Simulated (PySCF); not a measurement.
Structure elucidation problem

Molecular formula: C6H7BN2. Simulated spectra:

¹H NMR (500 MHz, computed): δ 8.86 (dd, J = 6.9, 1.3 Hz, 2H), 7.52 (tt, J = 8.5, 1.3 Hz, 1H), 7.21 (dd, J = 8.5, 6.9 Hz, 2H), 3.56 (br, 2H).

¹³C{¹H} NMR (computed): δ 141.4 (CH), 131.7 (CH), 122.7 (C), 120.6 (CH).

[PySCF 2.14.0 with density-fitted response routines: GIAO KT2/pcSseg-1 shieldings; geometry from PBE0-D3(BJ)/def2-SVP; couplings computed with B3LYP/pcJ-1 (spin–dipole term only in couplings to heteroatoms); one conformer; averaged over atoms made equivalent by symmetry, fast rotation or ring inversion; in vacuum; no relativistic terms]

Referencing at the same level of theory: TMS for ¹H (σref 31.18) and ¹³C (σref 183.22).

Propose a structure and justify it.

Results:


- 4 carbon signals for 6 carbons: some carbons are equivalent by symmetry or fast rotation.
- Carbon types of the structure: 1 × C, 5 × CH, leaving 2 H on heteroatoms.
- δC 141.4: aromatic CH next to a ring nitrogen; the adjacent ring nitrogen, though it donates into the ring, and the other ring atoms leave it deshielded.
- δC 131.7, 120.6: aromatic CH.
- δC 122.7: nitrile carbon; C≡N carbons fall here, among the sp2 signals but without a proton.
- δH 8.86: hydrogen on an aromatic CH next to a ring nitrogen; ring current plus the neighbouring ring nitrogen.
- δH 7.52, 7.21: hydrogen on an aromatic CH; the ring current deshields protons in the ring plane.
- δH 3.56: hydrogen on a boron bonded to C, N.
- The protons at 7.21 and 7.52 share a coupling of 8.5 Hz (vicinal, an ortho-type coupling).
- The protons at 8.86 and 7.21 share a coupling of 6.9 Hz (vicinal, an ortho-type coupling).

The compound is `N#C[BH2-][n+]1ccccc1`.

The shifts were computed for this structure.

Hydrogens on boron are broadened and split by ¹¹B (spin 3/2, 80 %) and 10B (spin 3). A carbon bonded to boron is broadened by the quadrupolar boron nucleus and is often missing from a measured spectrum. Splittings below 1 Hz are ignored in the labels, and close J values are merged. Couplings among chemically equivalent protons are left out too, so labels in AA′BB′ or AA′XX′ sets are apparent multiplicities. Unscaled 3J(H,H) at this level run about 10 % above measured values. Shifts are as computed. Against solution values, carbons near 30 ppm lie about +2 ppm off and those near 130 ppm about -5 ppm. Of 1313 compounds with measured shifts, 239 miss one by over three times the rms of a fit or turn the order of signals round; such compounds aren't used in these exercises.
